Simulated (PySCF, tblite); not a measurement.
Isomers of [C5H12F3P2]+ (charge +1), one GFN2-xTB conformer each. Single-point energies are computed at PBE0/pcSseg-1 (PySCF, gas phase, no added dispersion term), electronic only.

Problem. Rank them by PBE0/pcSseg-1 energy, lowest first (kJ/mol).
A. `[CH3:1][CH2:2][P@@H+:3]([CH2:4][PH2:5])[CH2:6][C:7]([F:8])([F:9])[F:10]` (charge +1) with C1–C2–P3–C4 58°, C2–P3–C4–P5 59°, P3–C4–P5–H -162° and 105°, C2–P3–C6–C7 -178°
B. `[CH3:1][CH2:2][PH2+:3][CH2:4][P:5]([CH3:6])[C:7]([F:8])([F:9])[F:10]` (charge +1) with C1–C2–P3–C4 -175°, C2–P3–C4–P5 112°, P3–C4–P5–C6 -163°
C. `[CH3:1][CH2:2][P@H+:3]([PH2:4])[CH2:5][CH2:6][C:7]([F:8])([F:9])[F:10]` (charge +1) with C1–C2–P3–P4 -45°, C2–P3–P4–H -76° and -169°, C2–P3–C5–C6 -59°, P3–C5–C6–C7 -50°

Solution. C (0.0), A (31.0), B (52.6).

GFN2-xTB itself gives, in the same order: 0.0, 61.1, 64.5. Both levels put the same isomer lowest; measured from each level's own lowest isomer, the values differ by up to 30.1 kJ/mol (CC[P@@H+](CP)CC(F)(F)F: 61.1 against 31.0).

Problem. Which frontier levels and rotational constants go with these structures?

Solution. 
```tsv
SMILES	HOMO (eV, PBE0/pcSseg-1)	LUMO (eV)	A, B, C (MHz)
CC[P@H+](P)CCC(F)(F)F	-12.87	-4.96	1622, 536.5, 468.0
CC[P@@H+](CP)CC(F)(F)F	-11.93	-4.21	1345, 639.8, 507.4
CC[PH2+]CP(C)C(F)(F)F	-11.76	-4.40	1525, 653.1, 536.7
```

Problem. What happens when harmonic zero-point energies from GFN2-xTB frequencies are added?

Solution. 
```csv
SMILES,ZPE (kJ/mol),electronic (kJ/mol),with ZPE (kJ/mol)
CC[P@H+](P)CCC(F)(F)F,422.1,0.0,0.0
CC[P@@H+](CP)CC(F)(F)F,418.5,31.0,27.3
CC[PH2+]CP(C)C(F)(F)F,422.7,52.6,53.2
```

The zero-point energies span 4.2 kJ/mol. The order is unchanged.
